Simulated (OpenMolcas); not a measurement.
Os: effect of correlating more closed shells

```json
{
 "Program": "OpenMolcas 26.06",
 "Basis": "ANO-RCC-VQZP [9s8p6d4f3g2h]",
 "Scalar Hamiltonian": "DKH2, point nucleus",
 "Active space": "6 electrons in 5 orbitals (5d)",
 "State averaging": "2S+1 = 5 even, 5 roots; 2S+1 = 3 even, 45 roots; 2S+1 = 1 even, 50 roots (44 in the spin-orbit step)",
 "Spin-orbit coupling": "RASSI with atomic mean-field integrals over the reference wave functions, term energies averaged over their components"
}
```

Methods on the same reference wave functions:
A. CASSCF
B. MS-CASPT2, IPEA 0.25 Eh, imaginary shift 0.1 Eh (closed shells correlated: 6s)
C. MS-CASPT2, IPEA 0.25 Eh, imaginary shift 0.1 Eh (closed shells correlated: 5s 5p 6s)

Energies in cm-1 above 5d6 6s2 5D4, the measured ground level; measured values from NIST Handbook of Basic Atomic Spectroscopic Data.

```json
{"Level": "5d6 6s2 5D4", "A": "0.0", "B": "0.0", "C": "0.0", "Measured": "0.0"}
{"Level": "5d6 6s2 5D3", "A": "4224", "B": "4450", "C": "4440", "Measured": "4159"}
{"Level": "5d6 6s2 5D2 [60 %]", "A": "4961", "B": "3830", "C": "3900", "Measured": "2740"}
{"Level": "5d6 6s2 5D1", "A": "6792", "B": "6460", "C": "6520", "Measured": "5766"}
{"Level": "5d6 6s2 5D0", "A": "7259", "B": "6730", "C": "6880", "Measured": "6093"}
{"Level": "5d6 6s2 3H6", "A": "17363", "B": "16400", "C": "15640", "Measured": ""}
{"Level": "5d6 6s2 3F3(1) [56 %]", "A": "20707", "B": "17620", "C": "17420", "Measured": ""}
{"Level": "5d6 6s2 3F2(1) [67 %]", "A": "21672", "B": "17570", "C": "17350", "Measured": ""}
{"Level": "5d6 6s2 1S0 [51 %]", "A": "25112", "B": "20260", "C": "20910", "Measured": ""}
{"Level": "5d6 6s2 3G4 [66 %]", "A": "26386", "B": "23370", "C": "23040", "Measured": ""}
{"Level": "5d6 6s2 3D1 [51 %]", "A": "26586", "B": "21700", "C": "21490", "Measured": ""}
{"Level": "5d6 6s2 3D2 [70 %]", "A": "28370", "B": "23190", "C": "23140", "Measured": ""}
{"Level": "5d6 6s2 1I6", "A": "29424", "B": "27960", "C": "26930", "Measured": ""}
{"Level": "5d6 6s2 3P1(1) [52 %]", "A": "30958", "B": "26030", "C": "26050", "Measured": ""}
{"Level": "5d6 6s2 1G4(1) [59 %]", "A": "34287", "B": "30980", "C": "30770", "Measured": ""}
{"Level": "5d6 6s2 1F3 [63 %]", "A": "36801", "B": "29390", "C": "28810", "Measured": ""}
{"Level": "5d6 6s2 1D2 [55 %]", "A": "37413", "B": "30460", "C": "30160", "Measured": ""}
{"Level": "5d6 6s2 3P1(2)", "A": "43105", "B": "34490", "C": "34620", "Measured": ""}
{"Level": "5d6 6s2 3F4(2)", "A": "45323", "B": "38240", "C": "38130", "Measured": ""}
{"Level": "5d6 6s2 3F2(2)", "A": "46045", "B": "38750", "C": "38720", "Measured": ""}
```

Deviations, from unrounded energies. A percentage is the sum of absolute deviations over the sum of measured energies, with the sign that they share, or ± where signs differ.

```tsv
Against measurement	Levels	A	B	C
mean absolute deviation (cm-1)	4	1100	680	750
fine structure of the ground term (%)	4	+23.9	+14.5	+15.9
```

B lies closest to measurement on these levels and A furthest from it. The largest miss of B in the table is 5d6 6s2 5D2 [60 %], by +1100 cm-1. The ranking rests on the paired levels alone, and a cruder setting can come out closer through cancelling errors.

Between B and C the level of the table that moves most is 5d6 6s2 1I6, by 1000 cm-1 (lowest in C, highest in B). Moves below CASPT2's spread within the term are not significant.

The mean deviations of B to C differ by less than CASPT2's widest spread within a term (1600 cm-1), so their order carries little weight.

From A to B the spin-free energies of the other terms of 5d6 6s2 shown, above 5D, scale by factors of 0.67 to 0.91.

The lowest spin-free term lies below A's lowest term by 0.198 hartree in B, 0.512 hartree in C.

What an inner shell adds also hangs on whether the basis holds functions to correlate it.

CASPT2 breaks the degeneracy within a term, and the mean is taken; among the terms shown or strongly mixed into the levels shown the widest spread is 1600 cm-1 (5d6 6s2 1I, C). Over all roots computed the reference weight is 0.86 to 0.92 in B; the roots of lowest weight are the least certain, and an intruder state may touch them. Some high roots are left out of the spin-orbit mixing, which shifts the levels that they would mix with. With the s shell closed, the reference lacks s² → p², s² → d² and s → d mixing, so excited terms can stand far too high and out of order, with CASPT2 too. The CASPT2 spread within a term exceeds the gap to the next term for 5d6 6s2 3F(1) and 5d6 6s2 3H, 5d6 6s2 1G(1) and 5d6 6s2 1I, 5d6 6s2 1I and 5d6 6s2 1S and others, so the order of their levels is uncertain, and so are names and mixing where such terms share a J (figures for B; the like holds for C). Without dynamic correlation excited terms often stand tens of per cent too high (terms of higher spin than the ground term too low), and those without a measured partner can miss by more than the paired ones (holds for A). Measured partners are found by configuration, term and J. A level has none where our copy of the source lacks it or the pairing is in doubt (some pairs that miss far off the trend of their configuration count as doubtful), and it then counts in no deviation. Only configurations of the active space appear. Levels that lie high or do not pair safely by name in every column are left out.

A share in square brackets marks a mixed level and gives the weight of the term that names it, the lowest over the columns. A number in round brackets counts repeated terms of one configuration in the order of the reference energies.
